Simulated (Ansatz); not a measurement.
K₂F₂, relaxed as a quintet with UKS PBE0-D4/def2-TZVP in Ansatz, starting from the PBE0-D4/def2-TZVP geometry of the neutral singlet. Force threshold 0.02 eV/Å.

In the quintet geometry the species has come apart into loosely held pieces. The relaxation made no stability test and no search for a lower SCF solution. At PBE0-D4/def2-TZVP a singlet of charge 0 lies 11.42 eV below the quintet, each at its own geometry. The structure comes from a short search, and lower isomers may exist.

Start:

Cartesian coordinates in Å:
```
K -1.435 0.155 0.976
K 1.435 -0.155 -0.976
F -0.917 -0.172 -1.322
F 0.917 0.172 1.322
```

| step | energy (eV) | largest force component (eV/Å) | SCF passes |
| --- | --- | --- | --- |
| 1 | -38062.3277 | 1.974 | 121 |
| 2 | -38063.2664 | 0.941 | 22 |
| 3 | -38063.7074 | 0.465 | 24 |
| 4 | -38063.9070 | 0.260 | 23 |
| 5 | -38064.0232 | 0.172 | 23 |
| 6 | -38064.2356 | 0.457 | 24 |
| 7 | -38064.3234 | 0.031 | 23 |
| 8 | -38064.3355 | 0.032 | 20 |
| 9 | -38064.3606 | 0.032 | 25 |
| 10 | -38064.3835 | 0.033 | 24 |
| 11 | -38064.3919 | 0.098 | 24 |
| 12 | -38064.4052 | 0.009 | 26 |
| 13 | -38064.4069 | 0.009 | 21 |
| 14 | -38064.4072 | 0.006 | 13 |
| 15 | -38064.4073 | 0.002 | 14 |

Force components are those of the run's own axes.

End:

```xyz
4

K    -2.1228    0.2297    1.4427
K     2.1228   -0.2282   -1.4429
F    -1.8230   -0.3431   -2.6279
F     1.8230    0.3416    2.6281
```

Bonds lost: K1–F3, K1–F4, K2–F3, K2–F4 (atoms count from 1). Metal–metal contacts that move far: K1–K2 3.48 to 5.15 Å. The end holds 3 separate pieces.

The force fell under the threshold at step 12, but the optimiser went on and released 0.002 eV more. No frequencies were taken in this run, so the end may be a saddle point.

Run time 30 s (4 threads of Arm Neoverse V2 on a shared host).
